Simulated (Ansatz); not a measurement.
Stepwise reaction of `N[Si@H](F)[Si@@H](N)F` with hydrogen, as a gas-phase model of exchange steps in deposition or etching. ΔE in kJ/mol.

Calculated with Ansatz (gas phase, PBE0-D4/def2-TZVP geometries, no zero-point term in ΔE). CCSD(T)/CBS adds triple-zeta CCSD(T) − MP2 to the extrapolated MP2 energy (def2 sets, frozen cores). This one scheme is used for every species. DFT in def2-TZVPP. B3LYP here is the variant with VWN-RPA as its local correlation; programs differ in this. One conformer a species, not always the lowest.

```tsv
step	reaction	PBE-D4	B3LYP-D4	ωB97M-V	CCSD(T)/CBS
2	`N[SiH](F)[SiH2]F` + H₂ → `F[SiH2][SiH2]F` + NH₃	52.5	54.1	55.4	52.8
```

Task: Give the row of step 1, `N[Si@H](F)[Si@@H](N)F` + H₂ → `N[SiH](F)[SiH2]F` + NH₃. (Best estimate.)

Result: Ansatz gave: 
| step | reaction | PBE-D4 | B3LYP-D4 | ωB97M-V | CCSD(T)/CBS |
| --- | --- | --- | --- | --- | --- |
| 1 | `N[Si@H](F)[Si@@H](N)F` + H₂ → `N[SiH](F)[SiH2]F` + NH₃ | 51.8 | 53.5 | 54.2 | 52.2 |

Task: By hand: ΔE of the 2 steps together at CCSD(T)/CBS.

Result: (52.2) + (52.8) = 105.0 kJ/mol, or 52.5 kJ/mol a step.

In ΔE the steps differ by no more than 0.6 kJ/mol. All are uphill at CCSD(T)/CBS. PBE-D4 differs from CCSD(T)/CBS by -0.4 to -0.3 kJ/mol a step. Isolated molecules leave out the surface, adducts and barriers. Largest T1 diagnostic: 0.012.
